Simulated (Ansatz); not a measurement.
`CB(Cl)CN` → `NCBCl` + `[CH2]` (triplet)  (formal loss of a carbene)

Computed with Ansatz on PBE0-D4/def2-TZVP structures; ΔE is electronic, products minus reactants. CCSD(T)/CBS adds triple-zeta CCSD(T) − MP2 to the extrapolated MP2 energy (def2 sets, frozen cores). This one scheme is used for every species. Functionals use def2-TZVPP. B3LYP here is the variant with VWN-RPA as its local correlation; programs differ in this. Triplets are unrestricted, without spin–orbit coupling. Each species was taken in one conformer, which may not be the lowest.

```tsv
level	ΔE (kJ/mol)
r2SCAN-D4	469.7
B3LYP-D4	481.0
PBE	488.9
B3LYP	470.1
SCS-MP2/def2-TZVPP	488.2
HF/def2-QZVPP	336.7
MP2/def2-QZVPP	497.9
MP2/CBS(def2)	503.1
```

**Question.** What does CCSD(T)/CBS give? (An estimate is asked.)

**Answer.** Computed: +488.7 kJ/mol. The listed levels differ from it by -19.0, -7.7, 0.2, -18.6, -0.5, -152.0, 9.2, 14.4 kJ/mol.

Largest T1 diagnostic among the species: 0.011.

In def2-TZVPP, CCSD(T) changes the Hartree–Fock value by +139.7 kJ/mol (the triples alone add +11.4 kJ/mol) and MP2 by +154.1 kJ/mol. The D4 term adds +10.9 kJ/mol with B3LYP and +5.9 kJ/mol with PBE0; it sums over pairs of atoms, weighted by their polarisabilities, and B3LYP, whose exchange is more repulsive, gets the larger term. From PBE to PBE0 (25 % exact exchange), in def2-TZVPP and without D4, ΔE moves by −7.0 kJ/mol.
